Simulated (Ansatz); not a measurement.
Ansatz (a first-principles code) input (CCSD(T)/aug-cc-pVDZ):

Ansatz 0.2 input:
```yaml
crystal:
  periodic: [false, false, false]
  atoms:
    - {symbol: C, position_ang: [-0.00000000, -0.00000000, -1.28727137]}
    - {symbol: C, position_ang: [0.00000000, 0.00000000, 0.00000000]}
    - {symbol: C, position_ang: [0.00000000, 0.00000000, 1.28727137]}
basis:
  gaussian:
    orbitals: aug-cc-pVDZ
magnetization: {spin_polarized: false}
correlation: {method: ccsd_t, electrons: outside_noble_gas}
output: {forces: true}
```

End of the output:

```
integrals: 0.05 GiB planned
724 factors; integrals over basis functions are off by at most 2.9e-4 eV
mean field: 0.13 GiB planned
mean field evaluation 1: about -3083.4437 eV, gradient 2.2e1 eV
mean field evaluation 2: about -3083.4439 eV, gradient 2.2e1 eV
mean field evaluation 4: about -3084.8741 eV, gradient 3.1e0 eV
mean field evaluation 8: about -3084.9097 eV, gradient 2.0e-3 eV
mean field evaluation 16: about -3084.9097 eV, gradient 9.4e-7 eV
mean field -3084.90973956 eV, -113.3683419018 hartree, gradient 9.4e-7 eV, S^2 0.000000; 0 other end points of the search recorded, 0 dependent functions left out; unrestricted orbitals would lower it
3 core orbitals not correlated
reference -3084.90973956 eV, -113.3683419018 hartree; 6, 6 occupied and 60, 60 virtual orbitals, 724 factors
densities: 0.21 GiB planned
second order -9.26322579 eV of doubles, -0.00000000 eV of singles
coupled cluster: 0.17 GiB planned
cycle   1  -9.11819536 eV  change    1.5e-1 eV  update   1.3e-1
cycle   2  -9.59786196 eV  change   -4.8e-1 eV  update   5.0e-2
cycle   3  -9.73624367 eV  change   -1.4e-1 eV  update   2.1e-2
cycle   4  -9.73135478 eV  change    4.9e-3 eV  update   3.5e-3
cycle   5  -9.73201852 eV  change   -6.6e-4 eV  update   1.2e-3
cycle   6  -9.73189875 eV  change    1.2e-4 eV  update   3.6e-4
cycle   7  -9.73193940 eV  change   -4.1e-5 eV  update   1.4e-4
cycle   8  -9.73203053 eV  change   -9.1e-5 eV  update   6.4e-5
cycle   9  -9.73199771 eV  change    3.3e-5 eV  update   2.6e-5
cycle  10  -9.73199868 eV  change   -9.7e-7 eV  update   9.0e-6
cycle  11  -9.73200343 eV  change   -4.8e-6 eV  update   2.8e-6
cycle  12  -9.73200121 eV  change    2.2e-6 eV  update   1.1e-6
perturbative correction -0.73455129 eV, -0.0269942618 hartree
the calculation of the forces begins
Total energy: -3095.37629206 eV, -113.7529806117 hartree
Atom 0 at    -0.000000    -0.000000    -1.287271 Å, force    -0.000000     0.000000    -2.404446 eV/Å
Atom 1 at     0.000000     0.000000     0.000000 Å, force     0.000000     0.000000     0.000003 eV/Å
Atom 2 at     0.000000     0.000000     1.287271 Å, force    -0.000000    -0.000000     2.404443 eV/Å
Dipole moment:    -0.000000     0.000000    -0.000000 e Å
```
